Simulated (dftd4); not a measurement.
Cl4SW, charge +1, doublet, geometry from GFN2-xTB (such geometries of metal compounds can be far from the true shape) (the multiplicity is a formal guess); D4 for wb97x (dftd4 4.2.0).

dftd4 was given this input:
```
$ dftd4 mol.xyz --func wb97x --charge 1 --json dftd4.json --noedisp

# file mol.xyz
6

W      0.00110670    -0.00047700     0.00117363
S      1.53966532    -0.66360810     1.63277594
Cl    -1.46446458     0.63119598    -1.55302746
Cl     0.32912794     2.09336427     0.54810743
Cl     1.24014675    -0.93553112    -1.54199173
Cl    -1.55872427    -1.16238046     1.00507275
```

Output, abridged:

```
                    ____  _____ _____     ____  _  _
      -------------|  _ \|  ___|_   _|---|  _ \| || |------------
     |             | | | | |_    | | ___ | | | | || |_           |
     |             | |_| |  _|   | ||___|| |_| |__   _|          |
     |             |____/|_|     |_|     |____/   |_|            |
     |             ===================================           |
     |            E. Caldeweyher, S. Ehlert & S. Grimme          |
     |          Mulliken Center for Theoretical Chemistry        |
     |                    University of Bonn                     |
      -----------------------------------------------------------

Rational (Becke-Johnson) damping: wb97x-D4-ATM
---------------------
  s6         1.0000
  s8         0.5093
  s9         1.0000
  a1         0.0662
  a2         5.4487
 alp        16.0000
--------------------

Dispersion energy:      -5.3034250793587E-02 Eh

[Info] JSON dump of results written to 'dftd4.json'
```
